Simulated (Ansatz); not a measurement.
Ansatz (a quantum-chemistry and plane-wave program) input file for C4H4OSe, SMILES c1occ([SeH])c1, PBE0-D3(BJ)/def2-SVP. 

Ansatz 0.2 input:
```yaml
crystal:
  periodic: [false, false, false]
  atoms:
    - {symbol: Se, position_ang: [1.52456322, 0.10790784, -0.42586501]}
    - {symbol: C, position_ang: [-0.30664631, -0.00051426, 0.10606802]}
    - {symbol: C, position_ang: [-1.28534891, 1.05542685, 0.17498861]}
    - {symbol: C, position_ang: [-2.46663573, 0.44716041, 0.52039356]}
    - {symbol: O, position_ang: [-2.29094707, -0.90117359, 0.65642627]}
    - {symbol: C, position_ang: [-0.97953111, -1.16546819, 0.40784501]}
    - {symbol: H, position_ang: [1.98690906, 0.79689594, 0.81077329]}
    - {symbol: H, position_ang: [-1.11697407, 2.12083005, -0.01409472]}
    - {symbol: H, position_ang: [-3.48275002, 0.81477666, 0.69648790]}
    - {symbol: H, position_ang: [-0.66578574, -2.21160943, 0.47906255]}
basis:
  gaussian:
    orbitals: def2-SVP
hamiltonian:
  xc: pbe0
  dispersion: d3bj
relax: {f_tol: 0.002, max_steps: 200}
```

Program output:

```
WARN ansatz: RAYON_NUM_THREADS=1 ignored (pool sized by the plan → 1); use --threads N
Functional definition: PBE0
integrals: 0.09 GiB planned
1357 factors; integrals over basis functions are off by at most 3.0e-4 eV
mean field: 0.68 GiB planned
mean field evaluation 1: about -71577.1513 eV, gradient 4.0e1 eV
mean field evaluation 2: about -71575.2334 eV, gradient 4.9e1 eV
mean field evaluation 4: about -71581.2751 eV, gradient 4.2e0 eV
mean field evaluation 8: about -71581.3644 eV, gradient 9.8e-2 eV
mean field evaluation 16: about -71581.3644 eV, gradient 2.4e-5 eV
mean field -71581.36439735 eV, -2630.5666220113 hartree, gradient 8.7e-6 eV, S^2 0.000000; 0 other end points of the search recorded, 0 dependent functions left out
the calculation of the forces begins
reference -71581.36442169 eV, -2630.5666229057 hartree; 35, 35 occupied and 87, 87 virtual orbitals, 1357 factors
relax step   1: F+E_penalty+E_count = -71581.59067709 eV  Δ(F+E_penalty+E_count) = +0.000e0 eV  max|allowed force component| = 6.469e-1 eV/Å  Δτ_max = 0.0000 Å  (29 SCF iters, accepted)
these checks for a lower state are left out or cut short: starts, cluster_reference, orbital_swaps, neighbouring_geometries, increment
integrals: 0.09 GiB planned
1357 factors; integrals over basis functions are off by at most 3.0e-4 eV
mean field: 0.67 GiB planned
mean field -71581.39234552 eV, -2630.5676490874 hartree, gradient 2.6e-5 eV, S^2 0.000000; 0 other end points of the search recorded, 0 dependent functions left out
the calculation of the forces begins
reference -71581.39236978 eV, -2630.5676499789 hartree; 35, 35 occupied and 87, 87 virtual orbitals, 1357 factors
relax step   2: F+E_penalty+E_count = -71581.61853583 eV  Δ(F+E_penalty+E_count) = -2.786e-2 eV  max|allowed force component| = 2.586e-1 eV/Å  Δτ_max = 0.0200 Å  (32 SCF iters, accepted)
these checks for a lower state are left out or cut short: starts, cluster_reference, orbital_swaps, neighbouring_geometries, increment
integrals: 0.09 GiB planned
1357 factors; integrals over basis functions are off by at most 2.9e-4 eV
mean field: 0.68 GiB planned
mean field evaluation 32: about -71581.3956 eV, gradient 2.6e-5 eV
mean field -71581.39555468 eV, -2630.5677670221 hartree, gradient 2.6e-5 eV, S^2 0.000000; 0 other end points of the search recorded, 0 dependent functions left out
the calculation of the forces begins
reference -71581.39557893 eV, -2630.5677679130 hartree; 35, 35 occupied and 87, 87 virtual orbitals, 1357 factors
relax step   3: F+E_penalty+E_count = -71581.62148789 eV  Δ(F+E_penalty+E_count) = -2.952e-3 eV  max|allowed force component| = 5.417e-2 eV/Å  Δτ_max = 0.0086 Å  (32 SCF iters, accepted)
these checks for a lower state are left out or cut short: starts, cluster_reference, orbital_swaps, neighbouring_geometries, increment
integrals: 0.09 GiB planned
1357 factors; integrals over basis functions are off by at most 2.9e-4 eV
mean field: 0.68 GiB planned
mean field -71581.39565337 eV, -2630.5677706488 hartree, gradient 1.2e-5 eV, S^2 0.000000; 0 other end points of the search recorded, 0 dependent functions left out
the calculation of the forces begins
reference -71581.39567762 eV, -2630.5677715399 hartree; 35, 35 occupied and 87, 87 virtual orbitals, 1357 factors
relax step   4: F+E_penalty+E_count = -71581.62157085 eV  Δ(F+E_penalty+E_count) = -8.296e-5 eV  max|allowed force component| = 3.624e-2 eV/Å  Δτ_max = 0.0055 Å  (25 SCF iters, accepted)
these checks for a lower state are left out or cut short: starts, cluster_reference, orbital_swaps, neighbouring_geometries, increment
integrals: 0.09 GiB planned
1357 factors; integrals over basis functions are off by at most 2.9e-4 eV
mean field: 0.67 GiB planned
mean field -71581.39583152 eV, -2630.5677771956 hartree, gradient 1.9e-5 eV, S^2 0.000000; 0 other end points of the search recorded, 0 dependent functions left out
the calculation of the forces begins
reference -71581.39585578 eV, -2630.5677780873 hartree; 35, 35 occupied and 87, 87 virtual orbitals, 1357 factors
relax step   5: F+E_penalty+E_count = -71581.62175627 eV  Δ(F+E_penalty+E_count) = -1.854e-4 eV  max|allowed force component| = 1.080e-2 eV/Å  Δτ_max = 0.0118 Å  (25 SCF iters, accepted)
these checks for a lower state are left out or cut short: starts, cluster_reference, orbital_swaps, neighbouring_geometries, increment
integrals: 0.09 GiB planned
1357 factors; integrals over basis functions are off by at most 2.9e-4 eV
mean field: 0.68 GiB planned
mean field -71581.39599886 eV, -2630.5677833451 hartree, gradient 2.6e-5 eV, S^2 0.000000; 0 other end points of the search recorded, 0 dependent functions left out
the calculation of the forces begins
reference -71581.39602315 eV, -2630.5677842379 hartree; 35, 35 occupied and 87, 87 virtual orbitals, 1357 factors
relax step   6: F+E_penalty+E_count = -71581.62190006 eV  Δ(F+E_penalty+E_count) = -1.438e-4 eV  max|allowed force component| = 1.472e-2 eV/Å  Δτ_max = 0.0265 Å  (31 SCF iters, accepted)
these checks for a lower state are left out or cut short: starts, cluster_reference, orbital_swaps, neighbouring_geometries, increment
integrals: 0.09 GiB planned
1357 factors; integrals over basis functions are off by at most 2.9e-4 eV
mean field: 0.67 GiB planned
mean field -71581.39601024 eV, -2630.5677837636 hartree, gradient 1.9e-5 eV, S^2 0.000000; 0 other end points of the search recorded, 0 dependent functions left out
the calculation of the forces begins
reference -71581.39603455 eV, -2630.5677846567 hartree; 35, 35 occupied and 87, 87 virtual orbitals, 1357 factors
relax step   7: F+E_penalty+E_count = -71581.62192933 eV  Δ(F+E_penalty+E_count) = -2.927e-5 eV  max|allowed force component| = 1.657e-2 eV/Å  Δτ_max = 0.0119 Å  (25 SCF iters, accepted)
these checks for a lower state are left out or cut short: starts, cluster_reference, orbital_swaps, neighbouring_geometries, increment
integrals: 0.09 GiB planned
1357 factors; integrals over basis functions are off by at most 2.9e-4 eV
mean field: 0.67 GiB planned
mean field -71581.39600812 eV, -2630.5677836855 hartree, gradient 2.1e-5 eV, S^2 0.000000; 0 other end points of the search recorded, 0 dependent functions left out
the calculation of the forces begins
reference -71581.39603243 eV, -2630.5677845788 hartree; 35, 35 occupied and 87, 87 virtual orbitals, 1357 factors
relax step   8: F+E_penalty+E_count = -71581.62192388 eV  Δ(F+E_penalty+E_count) = +5.449e-6 eV  max|allowed force component| = 3.708e-2 eV/Å  Δτ_max = 0.0038 Å  (24 SCF iters, rejected (line search))
these checks for a lower state are left out or cut short: starts, cluster_reference, orbital_swaps, neighbouring_geometries, increment
integrals: 0.09 GiB planned
1357 factors; integrals over basis functions are off by at most 2.9e-4 eV
mean field: 0.68 GiB planned
mean field evaluation 64: about -71581.3462 eV, gradient 2.1e-1 eV
mean field -71581.39603693 eV, -2630.5677847442 hartree, gradient 7.1e-5 eV, S^2 0.000000; 0 other end points of the search recorded, 0 dependent functions left out
the calculation of the forces begins
reference -71581.39606123 eV, -2630.5677856373 hartree; 35, 35 occupied and 87, 87 virtual orbitals, 1357 factors
relax step   9: F+E_penalty+E_count = -71581.62194733 eV  Δ(F+E_penalty+E_count) = -1.800e-5 eV  max|allowed force component| = 6.844e-3 eV/Å  Δτ_max = 0.0019 Å  (22 SCF iters, accepted)
these checks for a lower state are left out or cut short: starts, cluster_reference, orbital_swaps, neighbouring_geometries, increment
integrals: 0.09 GiB planned
1357 factors; integrals over basis functions are off by at most 2.9e-4 eV
mean field: 0.68 GiB planned
mean field -71581.39606118 eV, -2630.5677856355 hartree, gradient 8.4e-5 eV, S^2 0.000000; 0 other end points of the search recorded, 0 dependent functions left out
the calculation of the forces begins
reference -71581.39608549 eV, -2630.5677865289 hartree; 35, 35 occupied and 87, 87 virtual orbitals, 1357 factors
relax step  10: F+E_penalty+E_count = -71581.62195666 eV  Δ(F+E_penalty+E_count) = -9.333e-6 eV  max|allowed force component| = 4.892e-3 eV/Å  Δτ_max = 0.0034 Å  (21 SCF iters, accepted)
these checks for a lower state are left out or cut short: starts, cluster_reference, orbital_swaps, neighbouring_geometries, increment
integrals: 0.09 GiB planned
1357 factors; integrals over basis functions are off by at most 2.9e-4 eV
mean field: 0.67 GiB planned
mean field -71581.39605425 eV, -2630.5677853809 hartree, gradient 2.6e-5 eV, S^2 0.000000; 0 other end points of the search recorded, 0 dependent functions left out
the calculation of the forces begins
reference -71581.39607857 eV, -2630.5677862744 hartree; 35, 35 occupied and 87, 87 virtual orbitals, 1357 factors
relax step  11: F+E_penalty+E_count = -71581.62195774 eV  Δ(F+E_penalty+E_count) = -1.072e-6 eV  max|allowed force component| = 2.391e-3 eV/Å  Δτ_max = 0.0015 Å  (21 SCF iters, accepted)
these checks for a lower state are left out or cut short: starts, cluster_reference, orbital_swaps, neighbouring_geometries, increment
integrals: 0.09 GiB planned
1357 factors; integrals over basis functions are off by at most 2.9e-4 eV
mean field: 0.67 GiB planned
mean field -71581.39605736 eV, -2630.5677854951 hartree, gradient 1.9e-5 eV, S^2 0.000000; 0 other end points of the search recorded, 0 dependent functions left out
the calculation of the forces begins
reference -71581.39608167 eV, -2630.5677863885 hartree; 35, 35 occupied and 87, 87 virtual orbitals, 1357 factors
relax step  12: F+E_penalty+E_count = -71581.62195799 eV  Δ(F+E_penalty+E_count) = -2.502e-7 eV  max|allowed force component| = 4.138e-4 eV/Å  Δτ_max = 0.0005 Å  (20 SCF iters, accepted)
integrals: 0.09 GiB planned
1357 factors; integrals over basis functions are off by at most 2.9e-4 eV
mean field: 0.67 GiB planned
mean field evaluation 96: about -71581.3961 eV, gradient 6.1e-5 eV
mean field -71581.39605736 eV, -2630.5677854951 hartree, gradient 1.9e-5 eV, S^2 0.000000; 1 other end points of the search recorded, 0 dependent functions left out
the calculation of the forces begins
reference -71581.39608167 eV, -2630.5677863885 hartree; 35, 35 occupied and 87, 87 virtual orbitals, 1357 factors
Total energy: -71581.62198230 eV, -2630.5760880834 hartree
Atom 0 at     1.502019     0.133816    -0.430694 Å, force     0.000169    -0.000066    -0.000288 eV/Å
Atom 1 at    -0.313407     0.010778     0.097423 Å, force    -0.000009     0.000325     0.000414 eV/Å
Atom 2 at    -1.295790     1.054133     0.164738 Å, force    -0.000020    -0.000216     0.000105 eV/Å
Atom 3 at    -2.457873     0.441331     0.520114 Å, force    -0.000085     0.000141    -0.000285 eV/Å
Atom 4 at    -2.267516    -0.888196     0.664469 Å, force    -0.000084    -0.000069     0.000170 eV/Å
Atom 5 at    -0.972847    -1.144262     0.410648 Å, force    -0.000259    -0.000111    -0.000319 eV/Å
Atom 6 at     1.980323     0.721050     0.833625 Å, force     0.000119     0.000033     0.000187 eV/Å
Atom 7 at    -1.140740     2.112485    -0.030922 Å, force    -0.000048    -0.000108    -0.000149 eV/Å
Atom 8 at    -3.467631     0.802487     0.697926 Å, force     0.000135    -0.000038     0.000146 eV/Å
Atom 9 at    -0.649684    -2.179390     0.484758 Å, force     0.000084     0.000108     0.000019 eV/Å
Dipole moment:    -0.112451     0.105259     0.149749 e Å
```

Self-consistency was reached.
